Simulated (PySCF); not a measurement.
4-bromophenol, C₆H₅BrO.
Numbering: `[OH:1][c:2]1[cH:3][cH:4][c:5]([Br:6])[cH:7][cH:8]1` (hydrogens: H9 on O1; H10 on C3; H11 on C4; H12 on C7; H13 on C8)

The calculation used PySCF 2.14.0, PBE0-D3(BJ)/def2-SVP geometry optimisation, gas phase.

**Question.** Give the optimised bond lengths and angles.

**Answer.** 
```json
{"bond": "O1–C2", "length (Å)": "1.348"}
{"bond": "C2–C3, C2–C8", "length (Å)": "1.399"}
{"bond": "C3–C4, C7–C8", "length (Å)": "1.391"}
{"bond": "C4–C5, C5–C7", "length (Å)": "1.394"}
{"bond": "C5–Br6", "length (Å)": "1.888"}
{"bond": "O1–H9", "length (Å)": "0.963"}
{"bond": "C3–H10, C8–H13", "length (Å)": "1.093"}
{"bond": "C4–H11, C7–H12", "length (Å)": "1.091"}
```

Bonds in one row agree within 0.01 Å and their mean is given. A selection of angles:
```json
{"angle": "O1–C2–C3", "degrees": "117.8"}
{"angle": "O1–C2–C8", "degrees": "122.8"}
{"angle": "C3–C2–C8", "degrees": "119.4"}
{"angle": "C2–C3–C4", "degrees": "120.3"}
{"angle": "C3–C4–C5", "degrees": "119.9"}
{"angle": "C4–C5–Br6", "degrees": "119.8"}
{"angle": "C4–C5–C7", "degrees": "120.3"}
{"angle": "H9–O1–C2", "degrees": "109.5"}
```

Torsions: H9–O1–C2–C3 180° (antiperiplanar).

The 8 heavy atoms lie in one plane (0.000 Å rms). Of the pairs four or more bonds apart, H9···H13 is among the closest relative to their van der Waals radii: 2.29 Å, 95 % of the sum of Bondi's values. The 6-membered ring C2–C3–C4–C5–C7–C8 has internal angles of 119.4° to 120.5° (sum 720°, against 720° for a flat polygon); it is planar, 0.00 Å rms from its mean plane, widest ring torsion 0°.

Point group: Cs (every atom within 0.08 Å of its image). PBE0-D3(BJ)/def2-SVP frequencies: not computed here. The numbers are those of one conformer (H–O1–C2–C3 180°).
